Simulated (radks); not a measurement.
All-electron atom: the magnesium ion Mg+ in [Ne] 3s0.75 3p0.25 (fractional occupations, a model configuration).

All-electron calculation, scalar-relativistic Kohn-Sham, PBE, spin-unpolarised, spherical densities, point nucleus. Program: a radial shooting solver on a logarithmic mesh with Libxc functionals.

Energy parts (eV):
| part | energy |
|---|---|
| total | -5440.847 |
| kinetic | 5447.589 |
| electron-nucleus | -12952.498 |
| Hartree | 2503.146 |
| exchange-correlation | -439.084 |

Orbitals (lengths in bohr, moments of r in powers of bohr; <r^-3> diverges for s and p1/2; r(max) is where P^2 peaks):
orbital  occ.  eigenvalue (eV)   r(max)  <r^-3>
1s          2        -1269.341  0.08507       -
2s          2         -89.3778   0.5466       -
2p          6         -56.1343   0.4785   25.64
3s       0.75         -11.5956    2.355       -
3p       0.25          -7.2460    2.914   1.191

The highest occupied level is 3p at -7.246 eV. Summed over all electrons, <r^2> = 15.12 bohr^2, which gives a Langevin (diamagnetic) susceptibility term of -12 x 10^-6 cm^3/mol.
